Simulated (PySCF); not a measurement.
PySCF input file for C3H8OSi2, SMILES [SiH2]1[Si@@H](C=C1)OC, TDDFT-M06-2X/def2-SVPD. Coordinates come from a B3LYP-D3(BJ)/def2-SVP optimisation. The structure was generated by enumeration; whether it is a known compound was not checked. One conformer was computed; it need not be the lowest.

```python
import numpy as np
from pyscf import gto, scf, dft, tdscf

mol = gto.M(
    atom='''
    C     2.96596462   -0.44074976    0.26253404
    O     1.74847687    0.26754597    0.23647425
    Si    0.22662908   -0.39087113    0.41962091
    C    -0.70654637   -0.94383678   -1.13004826
    C    -1.82297899   -0.16835880   -1.13527444
    Si   -1.62631984    1.03784740    0.31975363
    H     3.78573255    0.26509407    0.47064820
    H     3.17269067   -0.92832185   -0.70809730
    H     2.97642619   -1.22153989    1.04697657
    H     0.32496558   -1.46486752    1.46107553
    H    -0.51670633   -1.72164914   -1.88230819
    H    -2.62781796   -0.28030392   -1.87463662
    H    -2.71231314    1.01234757    1.34728118
    H    -1.41375741    2.45887702   -0.08724481
    ''',
    basis='def2-SVPD',
    charge=0,
    spin=0,
    max_memory=1600,
    verbose=4,
)
mf = dft.RKS(mol, xc='m06-2x').density_fit(auxbasis='def2-universal-jkfit')
mf.grids.level = 4
mf.conv_tol = 1e-9
mf.max_cycle = 100
mf.kernel()
mf.grids = dft.Grids(mol).set(level=2).build(with_non0tab=True)  # coarser grid for the response kernel
td = tdscf.TDDFT(mf)
td.singlet = True
td.nstates = 10
td.conv_tol = 1e-4
td.positive_eig_threshold = 1e-6
td.kernel(x0=td.get_init_guess(mf, 15))
td.analyze()
tt = tdscf.TDA(mf)
tt.singlet = False
tt.nstates = 4
tt.conv_tol = 1e-4
tt.positive_eig_threshold = 1e-6
tt.kernel(x0=tt.get_init_guess(mf, 9))
tt.analyze(verbose=3)
```

It prints:

```
PySCF version 2.14.0

[INPUT] verbose = 4
[INPUT] num. atoms = 14
[INPUT] num. electrons = 62
[INPUT] charge = 0
[INPUT] spin (= nelec alpha-beta = 2S) = 0
[INPUT] symmetry False subgroup None
[INPUT] Mole.unit = angstrom
[INPUT] Symbol           X                Y                Z      unit          X                Y                Z       unit  Magmom
[INPUT]  1 C      2.965964620000  -0.440749760000   0.262534040000 AA    5.604860826950  -0.832896335868   0.496117433976 Bohr   0.0
[INPUT]  2 O      1.748476870000   0.267545970000   0.236474250000 AA    3.304142419437   0.505588609031   0.446871568012 Bohr   0.0
[INPUT]  3 Si     0.226629080000  -0.390871130000   0.419620910000 AA    0.428266893062  -0.738639385699   0.792968596041 Bohr   0.0
[INPUT]  4 C     -0.706546370000  -0.943836780000  -1.130048260000 AA   -1.335179133606  -1.783593020491  -2.135481718941 Bohr   0.0
[INPUT]  5 C     -1.822978990000  -0.168358800000  -1.135274440000 AA   -3.444931021936  -0.318152022660  -2.145357767819 Bohr   0.0
[INPUT]  6 Si    -1.626319840000   1.037847400000   0.319753630000 AA   -3.073299088546   1.961247345092   0.604246788036 Bohr   0.0
[INPUT]  7 H      3.785732550000   0.265094070000   0.470648200000 AA    7.153997700351   0.500955189546   0.889396199020 Bohr   0.0
[INPUT]  8 H      3.172690670000  -0.928321850000  -0.708097300000 AA    5.995516444263  -1.754274051950  -1.338109966544 Bohr   0.0
[INPUT]  9 H      2.976426190000  -1.221539890000   1.046976570000 AA    5.624630329083  -2.308375842331   1.978498976137 Bohr   0.0
[INPUT] 10 H      0.324965580000  -1.464867520000   1.461075530000 AA    0.614095946110  -2.768198421571   2.761032599004 Bohr   0.0
[INPUT] 11 H     -0.516706330000  -1.721649140000  -1.882308190000 AA   -0.976433450529  -3.253445357193  -3.557046961126 Bohr   0.0
[INPUT] 12 H     -2.627817960000  -0.280303920000  -1.874636620000 AA   -4.965856249613  -0.529697640442  -3.542549794880 Bohr   0.0
[INPUT] 13 H     -2.712313140000   1.012347570000   1.347281180000 AA   -5.125528998659   1.913059650169   2.545992442981 Bohr   0.0
[INPUT] 14 H     -1.413757410000   2.458877020000  -0.087244810000 AA   -2.671614311474   4.646604141787  -0.164868796690 Bohr   0.0

nuclear repulsion = 347.326848634438
number of shells = 85
number of NR pGTOs = 287
number of NR cGTOs = 195
basis = def2-SVPD
ecp = {}


******** <class 'pyscf.df.df_jk.DFRKS'> ********
method = DFRKS
initial guess = minao
damping factor = 0
level_shift factor = 0
DIIS = <class 'pyscf.scf.diis.CDIIS'>
diis_start_cycle = 1
diis_space = 8
diis_damp = 0
SCF conv_tol = 1e-09
SCF conv_tol_grad = None
SCF max_cycles = 100
direct_scf = False
XC library pyscf.dft.libxc version 7.1.2
    S. Lehtola, C. Steigemann, M. J. T. Oliveira, and M. A. L. Marques,  SoftwareX 7, 1–5 (2018)
XC functionals = m06-2x
    Y. Zhao and D. G. Truhlar,  Theor. Chem. Acc. 120, 215 (2008)
    Y. Zhao and D. G. Truhlar,  Theor. Chem. Acc. 120, 215 (2008)
radial grids:
    Treutler-Ahlrichs [JCP 102, 346 (1995); DOI:10.1063/1.469408] (M4) radial grids

becke partition: Becke, JCP 88, 2547 (1988); DOI:10.1063/1.454033
pruning grids: <function nwchem_prune>
grids dens level: 4
symmetrized grids: False
atomic radii adjust function: <function treutler_atomic_radii_adjust>
small_rho_cutoff = 0
Set gradient conv threshold to 3.16228e-05
Initial guess from minao.
tot grids = 297584
******** <class 'pyscf.df.df.DF'> ********
auxbasis = def2-universal-jkfit
init E= -773.446745197169
  HOMO = -0.287929282912285  LUMO = -0.0783929031349704  gap/eV = 5.70178
cycle= 1 E= -772.81668403322  delta_E= 0.63  |g|= 0.562  |ddm|= 4.95
  HOMO = -0.253473540865839  LUMO = 0.0139350165571734  gap/eV = 7.27656
cycle= 2 E= -772.789009657555  delta_E= 0.0277  |g|= 0.713  |ddm|= 1.25
  HOMO = -0.315700820518131  LUMO = 0.00228998701180938  gap/eV = 8.65297
cycle= 3 E= -772.88516349387  delta_E= -0.0962  |g|= 0.0563  |ddm|= 0.649
  HOMO = -0.313869313443803  LUMO = -0.00114324490887485  gap/eV = 8.50971
cycle= 4 E= -772.885765222942  delta_E= -0.000602  |g|= 0.0281  |ddm|= 0.113
  HOMO = -0.313483528170493  LUMO = 0.00359631709351049  gap/eV = 8.62818
cycle= 5 E= -772.885984797404  delta_E= -0.00022  |g|= 0.00543  |ddm|= 0.0516
  HOMO = -0.314104577899132  LUMO = 0.0026075129898171  gap/eV = 8.61817
cycle= 6 E= -772.885994287247  delta_E= -9.49e-06  |g|= 0.001  |ddm|= 0.0136
  HOMO = -0.313967716244663  LUMO = 0.00274173312102377  gap/eV = 8.61810
cycle= 7 E= -772.885994590163  delta_E= -3.03e-07  |g|= 0.00055  |ddm|= 0.00357
  HOMO = -0.31399571632065  LUMO = 0.00275226954752883  gap/eV = 8.61915
cycle= 8 E= -772.885994671524  delta_E= -8.14e-08  |g|= 0.000185  |ddm|= 0.00125
  HOMO = -0.314006163597504  LUMO = 0.00274270436155044  gap/eV = 8.61918
cycle= 9 E= -772.88599468163  delta_E= -1.01e-08  |g|= 4.18e-05  |ddm|= 0.000345
  HOMO = -0.314005391677446  LUMO = 0.00274388021680583  gap/eV = 8.61919
cycle= 10 E= -772.885994682371  delta_E= -7.41e-10  |g|= 1.05e-05  |ddm|= 0.000127
  HOMO = -0.314005367801572  LUMO = 0.00274362202998635  gap/eV = 8.61918
Extra cycle  E= -772.885994682407  delta_E= -3.55e-11  |g|= 7.54e-06  |ddm|= 3.53e-05
converged SCF energy = -772.885994682407
tot grids = 111664
Overwritten attributes  positive_eig_threshold  of <class 'pyscf.tdscf.rks.TDDFT'>


******** <class 'pyscf.tdscf.rks.TDDFT'> for <class 'pyscf.df.df_jk.DFRKS'> ********
nstates = 10 singlet
deg_eia_thresh = 1.000e-03
wfnsym = None
conv_tol = 0.0001
eigh lindep = 1e-12
eigh level_shift = 0
eigh max_cycle = 100


Excitation energies (eV)
[5.3958546  5.63465283 6.35480658 6.61934752 6.84937649 6.92456921
 7.02625843 7.15162293 7.28210984 7.33283751]

** Singlet excitation energies and oscillator strengths **
Excited State   1:      5.39585 eV    229.78 nm  f=0.0014
      29 -> 32        0.11375
      30 -> 32        0.27690
      31 -> 32       -0.61250
Excited State   2:      5.63465 eV    220.04 nm  f=0.0022
      28 -> 32        0.18990
      30 -> 32       -0.57462
      31 -> 32       -0.31728
Excited State   3:      6.35481 eV    195.10 nm  f=0.0187
      29 -> 32       -0.34945
      31 -> 33        0.54828
      31 -> 34       -0.11646
Excited State   4:      6.61935 eV    187.31 nm  f=0.0511
      29 -> 32        0.38299
      30 -> 34       -0.11537
      31 -> 33        0.20396
      31 -> 35       -0.12340
      31 -> 36        0.49024
Excited State   5:      6.84938 eV    181.02 nm  f=0.0405
      29 -> 32        0.23319
      30 -> 32       -0.11555
      30 -> 33       -0.18781
      30 -> 34       -0.11959
      31 -> 34       -0.48747
      31 -> 36       -0.25514
      31 -> 38        0.10444
Excited State   6:      6.92457 eV    179.05 nm  f=0.0043
      25 -> 32        0.26652
      26 -> 32       -0.20398
      27 -> 32        0.11829
      28 -> 32        0.42583
      30 -> 32        0.16615
      30 -> 33        0.22691
      30 -> 36        0.18080
      31 -> 34       -0.16623
Excited State   7:      7.02626 eV    176.46 nm  f=0.0396
      25 -> 32       -0.19411
      26 -> 32        0.12039
      28 -> 32       -0.13580
      29 -> 32        0.12556
      29 -> 33        0.27121
      29 -> 36        0.12439
      30 -> 33        0.42580
      30 -> 36        0.26785
Excited State   8:      7.15162 eV    173.37 nm  f=0.1088
      25 -> 32        0.11053
      28 -> 32        0.14024
      29 -> 32        0.13798
      29 -> 33        0.43460
      29 -> 34       -0.10437
      30 -> 33       -0.17015
      31 -> 33        0.18489
      31 -> 34        0.30227
      31 -> 36       -0.16950
Excited State   9:      7.28211 eV    170.26 nm  f=0.1652
      29 -> 32       -0.14551
      29 -> 33        0.28481
      29 -> 34       -0.15486
      30 -> 34        0.13475
      31 -> 33       -0.19889
      31 -> 34       -0.19501
      31 -> 35        0.28943
      31 -> 36        0.31512
      31 -> 37        0.20099
Excited State  10:      7.33284 eV    169.08 nm  f=0.2245
      29 -> 32        0.17179
      29 -> 33       -0.21817
      31 -> 33        0.12125
      31 -> 34        0.13804
      31 -> 35        0.54550
      31 -> 37        0.12754
      31 -> 38        0.15492

** Transition electric dipole moments (AU) **
state          X           Y           Z        Dip. S.      Osc.
  1         0.0988      0.0075     -0.0235      0.0104      0.0014
  2        -0.0188     -0.0783      0.0969      0.0159      0.0022
  3        -0.0871      0.3352      0.0081      0.1200      0.0187
  4        -0.2289      0.4982     -0.1199      0.3150      0.0511
  5        -0.2760      0.1357      0.3832      0.2414      0.0405
  6        -0.0385      0.0767      0.1341      0.0253      0.0043
  7        -0.2882      0.3793      0.0568      0.2301      0.0396
  8        -0.6856      0.2145     -0.3237      0.6208      0.1088
  9         0.8126     -0.5153      0.0101      0.9259      0.1652
 10        -0.9530      0.5843     -0.0099      1.2497      0.2245

** Transition velocity dipole moments (imaginary part, AU) **
state          X           Y           Z        Dip. S.      Osc.
  1         0.0227      0.0045     -0.0099      0.0006      0.0021
  2        -0.0093     -0.0227      0.0257      0.0013      0.0041
  3        -0.0295      0.0952      0.0037      0.0099      0.0284
  4        -0.0522      0.1310     -0.0318      0.0209      0.0573
  5        -0.0694      0.0351      0.1098      0.0181      0.0479
  6        -0.0110      0.0205      0.0370      0.0019      0.0050
  7        -0.0761      0.1072      0.0159      0.0175      0.0452
  8        -0.1924      0.0605     -0.0958      0.0499      0.1265
  9         0.2332     -0.1438      0.0016      0.0751      0.1870
 10        -0.2733      0.1659     -0.0037      0.1023      0.2530

** Transition magnetic dipole moments (imaginary part, AU) **
state          X           Y           Z
  1         0.2827     -0.2890     -0.3817
  2        -0.4819      0.4393     -0.4907
  3         1.3415      1.1040     -0.7130
  4        -0.1848     -1.0430      1.0406
  5        -0.8162      0.0542      0.0581
  6        -0.6736     -0.1799     -0.6057
  7         0.1876      0.5498      0.7678
  8        -0.3757      0.6300     -0.2402
  9        -0.4331      0.1163     -0.1661
 10        -0.0588      0.0985      0.2467
Overwritten attributes  positive_eig_threshold  of <class 'pyscf.tdscf.rks.TDA'>


******** <class 'pyscf.tdscf.rks.TDA'> for <class 'pyscf.df.df_jk.DFRKS'> ********
nstates = 4 triplet
deg_eia_thresh = 1.000e-03
wfnsym = None
conv_tol = 0.0001
eigh lindep = 1e-12
eigh level_shift = 0
eigh max_cycle = 100


Excitation energies (eV)
[4.53416787 5.10483918 5.38274271 5.7716655 ]

** Triplet excitation energies and oscillator strengths **
Excited State   1:      4.53417 eV    273.44 nm  f=0.0000
Excited State   2:      5.10484 eV    242.88 nm  f=0.0000
Excited State   3:      5.38274 eV    230.34 nm  f=0.0000
Excited State   4:      5.77167 eV    214.82 nm  f=0.0000
```

The run converged.
